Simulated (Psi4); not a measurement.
H3Si, doublet, at a GFN2-xTB geometry; Psi4 with MP3/def2-TZVP.

Psi4 was given this input:
```
memory 2 GB

molecule {
0 2
  Si    0.00172380    0.00046639    0.05606838
  H    -0.01025152    1.41163100   -0.27334508
  H     1.21691602   -0.70748096   -0.29344641
  H    -1.23079768   -0.71067955   -0.21816587
}

set basis def2-tzvp
set reference uhf
set freeze_core true

energy('mp3')
print_variables()
```

Task: Write the output that Psi4 gives for this input, abridged.

Result: 
```
    Information: MP3 default algorithm changed to DF in August 2020. Use `set mp_type conv` for previous behavior.
    For method 'MP3', SCF Algorithm Type (re)set to DISK_DF.

   => Loading Basis Set <=

    Name: DEF2-TZVP
    Role: ORBITAL
    Keyword: BASIS

         ---------------------------------------------------------
                                   SCF
               by Justin Turney, Rob Parrish, Andy Simmonett
                          and Daniel G. A. Smith
                              UHF Reference
         ---------------------------------------------------------

  ==> Geometry <==

    Molecular point group: cs
    Full point group: C1

    Geometry (in Angstrom), charge = 0, multiplicity = 2:

       Center              X                  Y                   Z               Mass
    ------------   -----------------  -----------------  -----------------  -----------------
         SI          -0.031002015229     0.000257762112     0.000000000000    27.976926534650
         H            0.298623891782     1.411423575849     0.000000000000     1.007825032230
         H            0.280991467281    -0.709289488140     1.224436579396     1.007825032230
         H            0.280991467281    -0.709289488140    -1.224436579396     1.007825032230

  Running in cs symmetry.

  Rotational constants: A =      5.11197  B =      5.11197  C =      2.78919 [cm^-1]
  Rotational constants: A = 153253.13945  B = 153253.13917  C =  83617.94237 [MHz]
  Nuclear repulsion =   15.985128890999457

  Charge       = 0
  Multiplicity = 2
  Electrons    = 17
  Nalpha       = 9
  Nbeta        = 8

  ==> Algorithm <==

  SCF Algorithm Type is DISK_DF.
  DIIS enabled.
  MOM disabled.
  Fractional occupation disabled.
  Guess Type is SAD.
  Energy threshold   = 1.00e-08
  Density threshold  = 1.00e-08
  Integral threshold = 1.00e-12

  ==> Primary Basis <==

  Basis Set: DEF2-TZVP
    Blend: DEF2-TZVP
    Number of shells: 25
    Number of basis functions: 55
    Number of Cartesian functions: 60
    Spherical Harmonics?: true
    Max angular momentum: 3

   => Loading Basis Set <=

    Name: (DEF2-TZVP AUX)
    Role: JKFIT
    Keyword: DF_BASIS_SCF

  ==> Integral Setup <==

  ==> DiskDFJK: Density-Fitted J/K Matrices <==

    J tasked:                  Yes
    K tasked:                  Yes
    wK tasked:                  No
    Integrals threads:           1
    Algorithm:                Core
    Integral Cache:           SAVE
    Schwarz Cutoff:          1E-12
    Fitting Condition:       1E-10

   => Auxiliary Basis Set <=

  Basis Set: (DEF2-TZVP AUX)
    Blend: DEF2-UNIVERSAL-JKFIT
    Number of shells: 56
    Number of basis functions: 182
    Number of Cartesian functions: 215
    Spherical Harmonics?: true
    Max angular momentum: 4

  Minimum eigenvalue in the overlap matrix is 1.1060288418E-02.
  Reciprocal condition number of the overlap matrix is 2.5490175927E-03.
    Using symmetric orthogonalization.

  ==> Pre-Iterations <==

  SCF Guess: Superposition of Atomic Densities via on-the-fly atomic UHF (no occupation information).

   -------------------------
    Irrep   Nso     Nmo
   -------------------------
     A'        36      36
     A"        19      19
   -------------------------
    Total      55      55
   -------------------------

  ==> Iterations <==

                           Total Energy        Delta E     RMS |[F,P]|

   @DF-UHF iter SAD:  -290.12933957938623   -2.90129e+02   0.00000e+00
   @DF-UHF iter   1:  -290.60919445409104   -4.79855e-01   4.25070e-03 DIIS/ADIIS
   @DF-UHF iter   2:  -290.62951062877590   -2.03162e-02   1.34155e-03 DIIS/ADIIS
   @DF-UHF iter   3:  -290.63254147013942   -3.03084e-03   5.30195e-04 DIIS/ADIIS
   @DF-UHF iter   4:  -290.63365240427225   -1.11093e-03   1.50005e-04 DIIS/ADIIS
   @DF-UHF iter   5:  -290.63377338976193   -1.20985e-04   5.04591e-05 DIIS
   @DF-UHF iter   6:  -290.63378818831808   -1.47986e-05   1.63167e-05 DIIS
   @DF-UHF iter   7:  -290.63378938574562   -1.19743e-06   6.06537e-06 DIIS
   @DF-UHF iter   8:  -290.63378954865192   -1.62906e-07   1.63267e-06 DIIS
   @DF-UHF iter   9:  -290.63378956066543   -1.20135e-08   5.65057e-07 DIIS
   @DF-UHF iter  10:  -290.63378956210471   -1.43928e-09   1.39244e-07 DIIS
   @DF-UHF iter  11:  -290.63378956217480   -7.00879e-11   3.53469e-08 DIIS
   @DF-UHF iter  12:  -290.63378956217912   -4.32010e-12   7.51822e-09 DIIS
  Energy and wave function converged.

  ==> Post-Iterations <==

   @Spin Contamination Metric:   7.033041923E-03
   @S^2 Expected:                7.500000000E-01
   @S^2 Observed:                7.570330419E-01
   @S   Expected:                5.000000000E-01
   @S   Observed:                5.000000000E-01

    Orbital Energies [Eh]
    ---------------------

    Alpha Occupied:

[...]
    Alpha Virtual:

[...]
      36Ap    10.965634

    Beta Occupied:

[...]
    Beta Virtual:

[...]
    Final Occupation by Irrep:
             Ap   App
    DOCC [     6,    2 ]
    SOCC [     1,    0 ]
    NA   [     7,    2 ]
    NB   [     6,    2 ]

  @DF-UHF Final Energy:  -290.63378956217912

   => Energetics <=

    Nuclear Repulsion Energy =             15.9851288909994569
    One-Electron Energy =                -434.3152750565433280
    Two-Electron Energy =                 127.6963566033647481
    Total Energy =                       -290.6337895621791176

  UHF NO Occupations:
  HONO-2 :    5 Ap 1.9996491
  HONO-1 :    6 Ap 1.9971862
  HONO-0 :    7 Ap 1.0000000
  LUNO+0 :    8 Ap 0.0028138
  LUNO+1 :    9 Ap 0.0003509
  LUNO+2 :    3App 0.0003509
  LUNO+3 :   10 Ap 0.0000044

Computation Completed

Properties will be evaluated at   0.000000,   0.000000,   0.000000 [a0]

Properties computed using the SCF density matrix

 Multipole Moments:

 ------------------------------------------------------------------------------------
     Multipole            Electronic (a.u.)      Nuclear  (a.u.)        Total (a.u.)
[...]
  DIE_IF_NOT_CONVERGED          => (empty)
[...]
  MBIS_SPHERICAL_POINTS         => (empty)
  MOLDEN_WITH_VIRTUAL           => (empty)
  MOLDEN_WRITE                  => (empty)
  MO_DIIS_NUM_VECS              => (empty)
  MO_MAXITER                    => (empty)
  MO_STEP_MAX                   => (empty)
  MP2_AMP_TYPE                  => (empty)
  MP2_OS_SCALE                  => (empty)
  MP2_SOS_SCALE                 => (empty)
  MP2_SOS_SCALE2                => (empty)
  MP2_SS_SCALE                  => (empty)
  MP2_TYPE                      => (empty)
  MP_TYPE                       => (empty)
  NAT_ORBS                      => FALSE           !
  NUM_FROZEN_DOCC               => (empty)
  NUM_FROZEN_UOCC               => (empty)
  NUM_GPUS                      => (empty)
  OCC_ORBS_PRINT                => (empty)
  OEPROP                        => (empty)
  OO_SCALE                      => (empty)
  OPT_METHOD                    => (empty)
  ORBITAL_OPTIMIZER_PACKAGE     => (empty)
  ORB_OPT                       => FALSE           !
  ORB_RESP_SOLVER               => (empty)
  ORTH_TYPE                     => (empty)
  PARENT_SYMMETRY               => (empty)
  PCG_BETA_TYPE                 => (empty)
  PCG_CONVERGENCE               => (empty)
  PCG_MAXITER                   => (empty)
  PCM                           => (empty)
  PE                            => (empty)
  PPL_TYPE                      => (empty)
  PRINT                         => (empty)
  PRINT_NOONS                   => (empty)
  PROPERTIES                    => (empty)
  PROPERTIES_ORIGIN             => (empty)
  PUREAM                        => (empty)
  QCHF                          => (empty)
  QC_MODULE                     => (empty)
  RAS1                          => (empty)
  RAS2                          => (empty)
  RAS3                          => (empty)
  RAS4                          => (empty)
  READ_SCF_3INDEX               => (empty)
  REGULARIZATION                => (empty)
  REG_PARAM                     => (empty)
  RELATIVISTIC                  => (empty)
  REMP_A                        => (empty)
  RESTRICTED_DOCC               => (empty)
  RESTRICTED_UOCC               => (empty)
  RMS_MOGRAD_CONVERGENCE        => (empty)
  R_CONVERGENCE                 => (empty)
  SCF_TYPE                      => DISK_DF         !
  SCREENING                     => (empty)
  SCS_TYPE                      => (empty)
  SOCC                          => (empty)
  SOS_TYPE                      => (empty)
  TRIPLES_IABC_TYPE             => (empty)
  WFN                           => (empty)
  WFN_TYPE                      => DF-OMP3         !
  WRITER_FILE_LABEL             => (empty)
  ZORA_BASIS_TOLERANCE          => (empty)
  ZORA_NR_DEBUG                 => (empty)
  ZORA_PRUNING_SCHEME           => (empty)
  ZORA_RADIAL_POINTS            => (empty)
  ZORA_SPHERICAL_POINTS         => (empty)

	For this residual convergence, default PCG convergence is:     1.00e-07
	For this energy convergence, default residual convergence is:     3.16e-07

 ==============================================================================
 ==============================================================================
 ==============================================================================

                     DF-MP3
              Program Written by Ugur Bozkaya
              Latest Revision September 9, 2017

 ==============================================================================
 ==============================================================================
 ==============================================================================

	MO spaces...

	 FC   AOCC   BOCC  AVIR   BVIR   FV
	------------------------------------------
	  5     4     3    46     47     0

	Number of basis functions in the DF-CC basis: 158

	Total memory requirement for DF+CC int:      3.83 MB

	Computing DF-MP2 energy ...
	=======================================================================
	Nuclear Repulsion Energy (a.u.)    :    15.98512889099946
	DF-HF Energy (a.u.)                :  -290.63378956217912
	REF Energy (a.u.)                  :  -290.63378956217912
	Alpha-Alpha Contribution (a.u.)    :    -0.01091663648842
	Alpha-Beta Contribution (a.u.)     :    -0.09376312704984
	Beta-Beta Contribution (a.u.)      :    -0.00308392320692
	Scaled_SS Correlation Energy (a.u.):    -0.00466685323178
	Scaled_OS Correlation Energy (a.u.):    -0.11251575245981
	DF-SCS-MP2 Total Energy (a.u.)     :  -290.75097216787066
	DF-SOS-MP2 Total Energy (a.u.)     :  -290.75568162734390
	DF-SCS(N)-MP2 Total Energy (a.u.)  :  -290.65843054724292
	DF-MP2 Correlation Energy (a.u.)   :    -0.10776368674518
	DF-MP2 Total Energy (a.u.)         :  -290.74155324892428
	=======================================================================

	=======================================================================
	================ MP3 FINAL RESULTS ====================================
	=======================================================================
	Nuclear Repulsion Energy (a.u.)    :    15.98512889099946
	SCF Energy (a.u.)                  :  -290.63378956217912
	REF Energy (a.u.)                  :  -290.63378956217912
	Alpha-Alpha Contribution (a.u.)    :    -0.01278776238035
	Alpha-Beta Contribution (a.u.)     :    -0.11353723899353
	Beta-Beta Contribution (a.u.)      :    -0.00346255082330
	3rd Order Energy (a.u.)            :    -0.02202386545201
	DF-MP2.5 Correlation Energy (a.u.) :    -0.11877561947117
	DF-MP2.5 Total Energy (a.u.)       :  -290.75256518165031
	DF-MP3 Correlation Energy (a.u.)   :    -0.12978755219719
	DF-MP3 Total Energy (a.u.)         :  -290.76357711437629
	=======================================================================

  Variable Map:
  ----------------------------------------------------------------------------
[...]
  Array Variable Map:
  ----------------------------------------------------------------------------
[...]
[...]
```
